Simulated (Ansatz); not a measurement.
Ansatz (a quantum-chemistry and plane-wave program) input (CCSD(T)/def2-SVP):

Ansatz 0.2 input:
```yaml
crystal:
  periodic: [false, false, false]
  atoms:
    - {symbol: Fe, position_ang: [0.00000000, -0.00000000, -0.00000000]}
    - {symbol: F, position_ang: [-1.49076874, -0.93568145, -0.01038919]}
    - {symbol: F, position_ang: [0.01227543, 1.64293006, -0.63137094]}
    - {symbol: F, position_ang: [1.47849331, -0.70724862, 0.64176013]}
basis:
  gaussian:
    orbitals: def2-SVP
magnetization: {spin_polarized: true, initial_magnetization: 5}
correlation: {method: ccsd_t, electrons: outside_noble_gas}
```

Output:

```
Functional definition: HF
integrals: 0.08 GiB planned
725 factors; integrals over basis functions are off by at most 4.6e-4 eV
mean field: 0.33 GiB planned
mean field evaluation 1: about -42455.1291 eV, gradient 4.0e1 eV
mean field evaluation 2: about -42455.3794 eV, gradient 4.0e1 eV
mean field evaluation 4: about -42461.3461 eV, gradient 7.1e0 eV
mean field evaluation 8: about -42461.7685 eV, gradient 7.9e-1 eV
mean field evaluation 16: about -42461.7752 eV, gradient 1.7e-6 eV
mean field evaluation 32: about -42461.7752 eV, gradient 4.9e-6 eV
mean field evaluation 64: about -42455.3115 eV, gradient 8.7e0 eV
mean field evaluation 96: about -42455.8327 eV, gradient 3.5e-2 eV
mean field evaluation 128: about -42456.1043 eV, gradient 1.3e-4 eV
mean field evaluation 160: about -42455.2707 eV, gradient 7.2e-2 eV
mean field -42461.77516704 eV, -1560.4414557638 hartree, gradient 4.9e-6 eV, S^2 8.758962; 0 other end points of the search recorded, 0 dependent functions left out
12 core orbitals not correlated
reference -42461.77516704 eV, -1560.4414557638 hartree; 17, 12 occupied and 44, 49 virtual orbitals, 725 factors
second order -18.50280261 eV of doubles, -0.00000000 eV of singles
coupled cluster: 0.29 GiB planned
cycle   1  -18.13086092 eV  change    3.7e-1 eV  update   1.5e-1
cycle   2  -18.67401649 eV  change   -5.4e-1 eV  update   5.6e-2
cycle   3  -18.90515322 eV  change   -2.3e-1 eV  update   4.6e-2
cycle   4  -18.95088940 eV  change   -4.6e-2 eV  update   1.8e-2
cycle   5  -18.93996403 eV  change    1.1e-2 eV  update   8.1e-3
cycle   6  -18.94705304 eV  change   -7.1e-3 eV  update   2.8e-3
cycle   7  -18.95113626 eV  change   -4.1e-3 eV  update   1.5e-3
cycle   8  -18.95084834 eV  change    2.9e-4 eV  update   7.0e-4
cycle   9  -18.95058235 eV  change    2.7e-4 eV  update   3.4e-4
cycle  10  -18.95056632 eV  change    1.6e-5 eV  update   1.3e-4
cycle  11  -18.95048656 eV  change    8.0e-5 eV  update   5.1e-5
cycle  12  -18.95053525 eV  change   -4.9e-5 eV  update   2.7e-5
cycle  13  -18.95052770 eV  change    7.6e-6 eV  update   1.3e-5
perturbative correction -0.38006529 eV, -0.0139671417 hartree
Total energy: -42481.10576002 eV, -1561.1518419532 hartree
```

The spin state was set by rule; other spins were not relaxed.
